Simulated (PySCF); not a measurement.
**ECD: SMILES Cl[C@@H]1C[C@@H]2O[C@H]1C[SiH2]2, C5H9ClOSi**

Molfile (atoms numbered from 1):
```
C5H9ClOSi
     RDKit          3D

 17 18  0  0  0  0  0  0  0  0999 V2000
   -2.8537    1.1869   -0.2220 Cl  0  0  0  0  0  0  0  0  0  0  0  0
   -1.2796    0.3966   -0.4992 C   0  0  2  0  0  0  0  0  0  0  0  0
   -1.2101   -0.9825    0.1661 C   0  0  0  0  0  0  0  0  0  0  0  0
    0.0545   -0.8450    1.0244 C   0  0  2  0  0  0  0  0  0  0  0  0
    0.0221    0.5241    1.4321 O   0  0  0  0  0  0  0  0  0  0  0  0
   -0.1380    1.1701    0.1925 C   0  0  1  0  0  0  0  0  0  0  0  0
    1.1652    0.9751   -0.6014 C   0  0  0  0  0  0  0  0  0  0  0  0
    1.6226   -0.8028   -0.0802 Si  0  0  0  0  0  4  0  0  0  0  0  0
   -1.1527    0.3613   -1.5809 H   0  0  0  0  0  0  0  0  0  0  0  0
   -1.1455   -1.7922   -0.5585 H   0  0  0  0  0  0  0  0  0  0  0  0
   -2.0863   -1.1421    0.7956 H   0  0  0  0  0  0  0  0  0  0  0  0
    0.0472   -1.4653    1.9168 H   0  0  0  0  0  0  0  0  0  0  0  0
   -0.3785    2.2193    0.3712 H   0  0  0  0  0  0  0  0  0  0  0  0
    1.0154    1.1383   -1.6660 H   0  0  0  0  0  0  0  0  0  0  0  0
    1.8994    1.7028   -0.2587 H   0  0  0  0  0  0  0  0  0  0  0  0
    2.8300   -0.8632    0.7359 H   0  0  0  0  0  0  0  0  0  0  0  0
    1.5809   -1.7695   -1.1775 H   0  0  0  0  0  0  0  0  0  0  0  0
  1  2  1  0
  2  3  1  0
  3  4  1  0
  4  5  1  0
  5  6  1  0
  6  7  1  0
  7  8  1  0
  6  2  1  0
  8  4  1  0
  2  9  1  6
  3 10  1  0
  3 11  1  0
  4 12  1  1
  6 13  1  1
  7 14  1  0
  7 15  1  0
  8 16  1  0
  8 17  1  0
M  END
```

Level of theory: PySCF 2.14.0, TDDFT CAM-B3LYP/def2-SVPD circular dichroism and optical rotation, one conformer, gas phase. Geometry: GFN2-xTB.

(1) What are the CIP labels of the stereocentres?

(2) List the lowest 8 singlet excitations with oscillator and rotatory strengths.

Answers

(1) C2 R, C4 R, C6 S.

(2) Rotatory strengths R in 10⁻⁴⁰ esu² cm², velocity form and length form (origin at the centre of mass); f in length form.
```tsv
state	E (eV)	λ (nm)	f	R (velocity)	R (length)	main
1	6.63	187	0.002	-0.5	-0.4	HOMO→LUMO 0.83
2	6.92	179	0.075	+8.3	+7.7	HOMO→LUMO+1 0.83
3	7.16	173	0.009	-18.5	-17.8	HOMO→LUMO+3 0.26, HOMO→LUMO+2 0.22
4	7.28	170	0.0008	-1.5	-1.2	HOMO−2→LUMO+2 0.20, HOMO−2→LUMO 0.17
5	7.45	166	0.015	-13.7	-14.1	HOMO→LUMO+3 0.21, HOMO−2→LUMO 0.14
6	7.72	161	0.065	-38.5	-36.7	HOMO→LUMO+2 0.47, HOMO→LUMO+3 0.21
7	7.99	155	0.010	+11.9	+10.7	HOMO→LUMO+4 0.40, HOMO−1→LUMO 0.16
8	8.12	153	0.040	+55.8	+52.6	HOMO→LUMO+6 0.23, HOMO−3→LUMO 0.14
```

Among the states computed, the strongest CD band (largest |R|) is state 8. The largest dissymmetry factor in size, g = 4R/(D+G), with D and G the electric and magnetic dipole strengths, is -0.018 for state 3 (velocity form, f = 0.011), among bands with |R| over 0.5. The mirror image has the same energies and oscillator strengths and all R with the opposite sign.
